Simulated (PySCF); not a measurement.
Molfile (atoms numbered from 1):
```
C5H8N2O2Si
     RDKit          3D

 18 17  0  0  0  0  0  0  0  0999 V2000
   -2.8622   -0.8860   -0.4925 C   0  0  0  0  0  0  0  0  0  0  0  0
   -1.4892   -0.6766   -0.2802 O   0  0  0  0  0  0  0  0  0  0  0  0
   -0.6701    0.5213    0.4241 Si  0  0  2  0  0  4  0  0  0  0  0  0
   -1.1734    2.2284   -0.3090 C   0  0  0  0  0  0  0  0  0  0  0  0
   -2.2822    2.4350   -0.7347 O   0  0  0  0  0  0  0  0  0  0  0  0
    1.0137    0.4228    0.1545 N   0  0  0  0  0  0  0  0  0  0  0  0
    1.7931   -0.3703   -0.4412 C   0  0  0  0  0  0  0  0  0  0  0  0
    3.2698   -0.1344   -0.4862 C   0  0  0  0  0  0  0  0  0  0  0  0
    1.3564   -1.5567   -1.1161 C   0  0  0  0  0  0  0  0  0  0  0  0
    1.0187   -2.5099   -1.6556 N   0  0  0  0  0  0  0  0  0  0  0  0
   -3.3436    0.0254   -0.8482 H   0  0  0  0  0  0  0  0  0  0  0  0
   -2.9597   -1.6706   -1.2429 H   0  0  0  0  0  0  0  0  0  0  0  0
   -3.3405   -1.2076    0.4348 H   0  0  0  0  0  0  0  0  0  0  0  0
   -0.8145    0.5894    1.8753 H   0  0  0  0  0  0  0  0  0  0  0  0
   -0.4289    3.0500   -0.3171 H   0  0  0  0  0  0  0  0  0  0  0  0
    3.7930   -0.9789   -0.0380 H   0  0  0  0  0  0  0  0  0  0  0  0
    3.5102    0.7772    0.0532 H   0  0  0  0  0  0  0  0  0  0  0  0
    3.6007   -0.0520   -1.5214 H   0  0  0  0  0  0  0  0  0  0  0  0
  1  2  1  0
  2  3  1  0
  3  4  1  0
  4  5  2  0
  3  6  1  0
  6  7  2  0
  7  8  1  0
  7  9  1  0
  9 10  3  0
  1 11  1  0
  1 12  1  0
  1 13  1  0
  3 14  1  1
  4 15  1  0
  8 16  1  0
  8 17  1  0
  8 18  1  0
M  END
```

- geometry from GFN2-xTB
- GIAO PBE0/pcSseg-1 shieldings
- run in PySCF 2.14.0 with density-fitted response routines
- one computed conformer, no relativistic terms, gas phase, one averaged value for each set of equivalent atoms

References, each an isolated molecule treated in the same way: $^{13}$C (186.93 ppm) vs TMS.

Question: Do the $^{13}$C shifts follow the atomic charges (in e)? Tabulate both.

Answer: 
| atoms | hybridisation | δ (ppm) | σ para (ppm) | Hirshfeld | IAO | Mulliken | ESP-fitted |
| --- | --- | --- | --- | --- | --- | --- | --- |
| C4 | sp2 | 249.7 | -321 | +0.05 | -0.02 | -0.03 | +0.29 |
| C7 | sp2 | 161.3 | -227 | +0.13 | +0.19 | +0.09 | +0.69 |
| C9 | sp | 117.5 | -195 | +0.08 | +0.10 | +0.11 | +0.17 |
| C1 | sp3 | 53.7 | -109 | -0.03 | -0.20 | -0.01 | -0.29 |
| C8 | sp3 | 36.3 | -97 | -0.11 | -0.44 | -0.18 | -0.54 |

Correlation coefficients of δ with charge over these carbons: Hirshfeld +0.67, IAO +0.65, Mulliken +0.37, ESP-fitted +0.77; with the paramagnetic shielding -1.00. With so few points, grouped by hybridisation, these coefficients are fragile. Charge is one influence among several: hybridisation and low-lying excitations act through the paramagnetic term.

Shifts are as computed. Against solution values, carbons near 30 ppm lie about +3 ppm off and those near 130 ppm about +5 ppm. Of 1309 compounds with measured shifts, 239 miss one by over three times the rms of a fit or turn the order of signals round; such compounds aren't used in these exercises.
